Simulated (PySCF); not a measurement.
Nonlinear optical response: SMILES FC(F)(F)Sc1ccccc1, C7H5F3S

Geometry (Å), atoms numbered from 1 in this order:
```xyz
16

F     2.571    1.330    0.507
C     2.816    0.105    0.049
F     2.630    0.137   -1.268
F     4.090   -0.183    0.286
S     1.801   -1.160    0.864
C     0.199   -0.552    0.382
C    -0.458    0.383    1.186
C    -1.720    0.843    0.815
C    -2.323    0.366   -0.348
C    -1.666   -0.570   -1.145
C    -0.404   -1.033   -0.783
H     0.027    0.747    2.093
H    -2.234    1.576    1.440
H    -3.314    0.726   -0.634
H    -2.139   -0.944   -2.056
H     0.125   -1.763   -1.399
```

Computed, not measured: quadratic response CAM-B3LYP/aug-cc-pVDZ first hyperpolarisability, Taylor convention, gas phase in PySCF 2.14.0. Geometry: PBE0-D3(BJ)/def2-SVP.

Problem. Give β for the processes computed.

Solution. In 10⁻³⁰ esu, Taylor convention; the vector part is βᵢ = ⅓ Σⱼ (βᵢⱼⱼ + βⱼᵢⱼ + βⱼⱼᵢ); β∥ is 3/5 of the vector part along the dipole, the dipole points from − to +:
```
                   process  λ (nm)  β vector norm     β∥  β HRS  depolarisation ratio
           static β(0;0,0)       ∞           1.71  -0.58   0.65                  7.29
second harmonic β(−2ω;ω,ω)    1907           1.76  -0.59   0.67                  7.20
         Pockels β(−ω;ω,0)    1907           1.72  -0.58      –                     –
second harmonic β(−2ω;ω,ω)    1064           1.88  -0.63   0.72                  6.99
         Pockels β(−ω;ω,0)    1064           1.76  -0.59      –                     –
```

Problem. Which lowest excitations, dipole and polarisabilities go with it?

Solution. S1 5.35 eV (f = 0.006); S2 5.45 eV (f = 0.001); S3 5.96 eV (f = 0.084); dipole 2.77 D; isotropic α 103.8 au static, 104.2 au at 1907 nm, 105.0 au at 1064 nm, 105.3 au at 953.5 nm, 108.8 au at 532 nm.
